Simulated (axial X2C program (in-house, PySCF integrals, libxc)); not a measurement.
## PbH: bond constants with and without spin–orbit coupling

Computed with an in-house relativistic program for diatomic molecules. Spin-free means the one-electron spin-free X2C Hamiltonian; two-component (2c) means X2C with spin–orbit coupling and atomic mean-field two-electron Coulomb and Gaunt terms, so the difference of the two also holds small scalar two-electron terms. Basis: Pb dyall-cv3z [12s14p10d7f1g], H dyall-v3z [6s2p1d] (cores contracted in-house); Gaussian nuclei, density fitting, unrestricted open shells. Masses: Pb 207.977 u, H 1.008 u.

State, spin-free: M_S = 1/2, Λ = 1 (beyond evenly filled blocks: π+α); electrons by block: σα: 15, σβ: 15, π+α: 9, π+β: 8, π-α: 8, π-β: 8, δ+α: 4, δ+β: 4, δ-α: 4, δ-β: 4, φ+α: 1, φ+β: 1, φ-α: 1, φ-β: 1. Fragments: Pb + H.

State, 2c: Ω = 1/2 (⟨Sz⟩ = -0.45, ⟨Lz⟩ = 0.95 at PBE0); electrons by block: 1/2: 24, -1/2: 23, 3/2: 12, -3/2: 12, 5/2: 5, -5/2: 5, 7/2: 1, -7/2: 1. Fragments: Pb + H.

| Hamiltonian | level | Re (Å) | ωe (cm⁻¹) | ωexe (cm⁻¹) | Be (cm⁻¹) | De (eV) | k (mdyn/Å) | μ (D) |
| --- | --- | --- | --- | --- | --- | --- | --- | --- |
| spin-free | PBE0 | 1.844 | 1611.4 | 23 | 4.941 | 2.41 | 1.53 | -1.05 |
| spin-free | HF | 1.836 | 1664.9 | 23.2 | 4.987 | 1.45 | 1.64 | -0.99 |
| spin-free | MP2 | 1.823 | 1666.8 | n/a | 5.059 | 2.25 | 1.64 | n/a |
| spin-free | CCSD | 1.838 | 1614.3 | 24 | 4.975 | 2.47 | 1.54 | n/a |
| spin-free | CCSD(T) | 1.842 | 1597.9 | 24.6 | 4.956 | 2.50 | 1.51 | n/a |
| spin-free | r2SCAN0 | 1.833 | 1644.2 | 23.1 | 5 | 2.33 | 1.6 | -0.98 |
| 2c | PBE0 | 1.847 | 1556.5 | 25.5 | 4.925 | 1.77 | 1.43 | -1.02 |
| 2c | r2SCAN0 | 1.836 | 1590.8 | 25.9 | 4.984 | 1.95 | 1.5 | -0.96 |

Correlated methods: 15 electrons correlated (number of frozen shells: Pb 5 s, 4 p, 2 d, 1 f; H none), 195 virtual spin orbitals or spinors in MP2, 90 natural virtuals in coupled cluster.

Dipoles are positive if H is the positive end.

Occupations by symmetry block were frozen at the best pattern of an incomplete PBE0 search. Dissociation energies refer to the lowest single-determinant-based atoms at the same level and basis. Density functionals use the spin component along the axis (collinear). Coupled cluster ran in a truncated set of natural virtual spinors; the MP2 energy of the rest was added. (T) has no such correction and the atoms are truncated less, which lowers De at CCSD(T) by a hundredth of an eV or more. Without a current term, density functionals place determinants with orbital angular momentum somewhat too high.

No reliable constants came from CCSD (2c), CCSD(T) (2c), HF (2c), MP2 (2c): no minimum in range, unconverged points, a curve that is not smooth, a change of character along it, or the two Hamiltonians disagreeing along it.

Rough cost a point (2c) on 1 thread(s) of a shared host, integrals apart: PBE0 0.6 s, r2SCAN0 0.9 s.

The whole task took 3.3 min on 1 thread of Arm Neoverse V1, on a shared host.
